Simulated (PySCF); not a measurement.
SMILES COC(=[OH+])OC (C3H7O3 (cation, charge +1)), singlet, PBE0/def2-SVP optimised geometry.

```
13

C      2.32    -1.02     0.00
O      0.89    -0.85     0.00
C      0.33     0.29     0.00
O      0.95     1.42     0.00
O     -0.94     0.29     0.00
C     -1.71     1.52     0.00
H      2.75    -0.58     0.92
H      2.48    -2.10     0.00
H      2.75    -0.58    -0.91
H      1.92     1.35     0.00
H     -1.47     2.10     0.91
H     -1.47     2.10    -0.90
H     -2.75     1.20     0.00
```

Density from PBE0/def2-TZVP in PySCF 2.14.0 at that geometry.

Minimum of the electron density along straight lines between bonded atoms, close to the bond critical point (lines longer than 1.1 times the sum of covalent radii, or with two minima, are not listed):

| bond | length / Å | ρ at the minimum / e bohr⁻³ | ∇²ρ there / e bohr⁻⁵ | position (fraction from the first atom) |
|---|---|---|---|---|
| C1–O2 | 1.441 | 0.225 | [?] | 0.34 |
| O2–C3 | 1.275 | 0.368 | -0.63 | 0.66 |
| C3–O4 | 1.291 | 0.353 | -0.65 | 0.34 |
| C3–O5 | 1.263 | 0.380 | -0.63 | 0.34 |
| O5–C6 | 1.452 | 0.216 | [?] | 0.67 |
| C1–H7 | 1.100 | 0.281 | -0.99 | 0.66 |
| C1–H8 | 1.095 | 0.287 | -1.05 | 0.67 |
| C1–H9 | 1.100 | 0.281 | -0.99 | 0.66 |
| O4–H10 | 0.972 | 0.343 | [?] | 0.82 |
| C6–H11 | 1.097 | 0.284 | -1.02 | 0.66 |
| C6–H12 | 1.097 | 0.284 | -1.02 | 0.66 |
| C6–H13 | 1.094 | 0.288 | -1.05 | 0.66 |

Q: Fill in the missing entries.

A: 
- C1–O2, ∇²ρ there / e bohr⁻⁵: -0.20
- O5–C6, ∇²ρ there / e bohr⁻⁵: -0.15
- O4–H10, ∇²ρ there / e bohr⁻⁵: -2.45
